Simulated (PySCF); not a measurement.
Spinor energies of Ti²⁺ (titanium, charge +2)

Start: [Ar] 3d1 4s1; 3d5/2 filled at m_j = +5/2; 4s1/2 filled at m_j = +1/2. Calculated with PySCF 2.14 in x2c-SVPall-2c with one added diffuse shell each of s, d type (6s5p4d1f, 48 functions): generalised Hartree-Fock with the X2C-1e Hamiltonian and a Gaussian nucleus; one run each with spin-orbit coupling (SO) switched off, then screened by Boettger's factors. This is a chosen level, not necessarily the ground level.

| spinor shell | electrons | ε, spin-free (eV) | ε, screened SO (eV) | weight of nominal j (screened SO) | rms radius, screened SO (bohr) |
| --- | --- | --- | --- | --- | --- |
| 1s1/2 | 2 | -5042.0 | -5042.0 | 1.000 | 0.0805 |
| 2s1/2 | 2 | -615.32 | -615.32 | 1.000 | 0.350 |
| 2p1/2 | 2 | -511.25 | -515.12 | 0.997 | 0.318 |
| 3s1/2 | 2 | -102.98 | -102.99 | 1.000 | 1.07 |
| 3p3/2 | 4 | -72.322 | -72.660 | 0.873 | 1.17 |
| 3p1/2 | 2 | -72.322 | -71.662 | 0.746 | 1.16 |
| 3d5/2 | 1 | -34.529 | -34.509 | 1.000 | 1.42 |
| 4s1/2 | 1 | -21.736 | -21.737 | 1.000 | 3.35 |

Q: Where does 2p3/2 lie, and what is the 2p spin-orbit splitting (screened SO)?

A: At -509.34 eV, 5.781 eV above 2p1/2.

| quantity | spin-free | screened SO |
| --- | --- | --- |
| E (hartree) | -851.75494 | -851.75852 |
| M_J | 3 | 3 |
| ⟨J²⟩ | 12.005 | 12.005 |
| ⟨L²⟩ | 6.004 | 6.005 |
| ⟨S²⟩ | 2.001 | 2.001 |

Each row is a mean over spinors that exchange with the open shell spreads, by up to 5.446 eV (3p3/2).

Rows whose weight is well below 1 are mixtures of j = l ± 1/2: exchange outweighs spin-orbit coupling there, and the label is only the starting occupation.

Without spin-orbit coupling the j labels of p, d and f shells carry no meaning; the spin-free column gives the mean over the occupied spinors of each nl shell.
